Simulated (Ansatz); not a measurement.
Reaction (formal hydrolysis of a C–S bond): `[SiH3]OCS` + H₂O → `OCO[SiH3]` + H₂S

Program: Ansatz. Geometries: PBE0-D4/def2-TZVP. ΔE: electronic, gas phase. CBS: MP2 limit from def2 TZ/QZ plus the TZ coupled-cluster correction, frozen cores. This one scheme is used for every species. Functionals use def2-TZVPP. HSE06 is defined as in plane-wave codes. One conformer a species, not always the lowest.

`[SiH3]OCS`:

```xyz
10

Si   -1.276   -1.038    0.192
O     0.273   -0.550   -0.094
C     0.707    0.760    0.145
S     2.445    0.982   -0.257
H    -1.341   -2.461   -0.206
H    -2.235   -0.225   -0.607
H    -1.620   -0.878    1.632
H     0.634    1.017    1.209
H     0.111    1.480   -0.425
H     2.300    0.913   -1.589
```

H₂O:

Z-matrix (Å, degrees):
```
O
H 1 0.960
H 1 0.960 2 105.1
```

`OCO[SiH3]`:

Z-matrix (Å, degrees):
```
C
O 1 1.405
O 1 1.381 2 110.1
H 1 1.095 2 110.7 3 -117.0
H 1 1.101 2 108.9 3 122.7
Si 2 1.645 1 124.2 3 174.7
H 3 0.962 1 108.3 2 61.2
H 6 1.490 2 110.9 1 60.8
H 6 1.480 2 106.4 1 -179.3
H 6 1.489 2 110.7 1 -59.2
```

H₂S:

```xyz
3

S     0.536    0.239   -0.198
H     0.189   -0.933    0.354
H    -0.725    0.694   -0.156
```

```
    species  HSE06 energy (Eh)
`[SiH3]OCS`         -804.29614
        H₂O          -76.37727
`OCO[SiH3]`         -481.41667
        H₂S         -399.25468
```

(1) Work out ΔE.

Largest T1 diagnostic among the species: 0.012.

Answers

(1) ΔE = (-481.41667) + (-399.25468) − (-804.29614) − (-76.37727) = 0.00206 Eh = +1.3 kcal/mol. CCSD(T)/CBS gives +3.0 kcal/mol.

At CCSD(T), def2-SVP lies −6.4 kcal/mol from the extrapolated value and def2-TZVPP −1.7 kcal/mol. In def2-TZVPP, CCSD(T) changes the Hartree–Fock value by +3.5 kcal/mol (the triples alone add +0.6 kcal/mol) and MP2 by +5.2 kcal/mol. The D4 term adds +1.2 kcal/mol with B3LYP and +0.6 kcal/mol with PBE0; it sums over pairs of atoms, weighted by their polarisabilities, and B3LYP, whose exchange is more repulsive, gets the larger term.

B3LYP here is the variant with VWN-RPA as its local correlation; programs differ in this.
